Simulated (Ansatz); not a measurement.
`O/C=N/[SiH2]Cl` + `BN` → `NB[SiH2]Cl` + `N=CO`  (formal exchange of groups at the Si–N bond)

Computed with Ansatz on PBE0-D4/def2-TZVP structures; ΔE is electronic, products minus reactants. CBS: MP2 limit from def2 TZ/QZ plus the TZ coupled-cluster correction, frozen cores. This one scheme is used for every species. Functionals use def2-TZVPP. B3LYP here is the variant with VWN-RPA as its local correlation; programs differ in this. One conformer a species, not always the lowest.

```
             level  ΔE (kJ/mol)
           PBE0-D4         72.9
          B3LYP-D4         83.0
            B2PLYP         85.1
            r2SCAN         80.3
CCSD(T)/def2-TZVPP         79.2
     HF/def2-QZVPP         94.8
    MP2/def2-QZVPP         90.3
    CCSD/CBS(def2)         80.7
```

**Question.** What does CCSD(T)/CBS give? (Estimate.)

**Answer.** Ansatz gave: +80.1 kJ/mol. The listed levels differ from it by -7.2, 2.9, 5.0, 0.2, -0.9, 14.7, 10.2, 0.6 kJ/mol.

Largest T1 diagnostic among the species: 0.014.

From PBE to PBE0 (25 % exact exchange), in def2-TZVPP and without D4, ΔE moves by +4.6 kJ/mol. In def2-TZVPP, CCSD(T) changes the Hartree–Fock value by −14.8 kJ/mol (the triples alone add −0.5 kJ/mol) and MP2 by −4.5 kJ/mol.
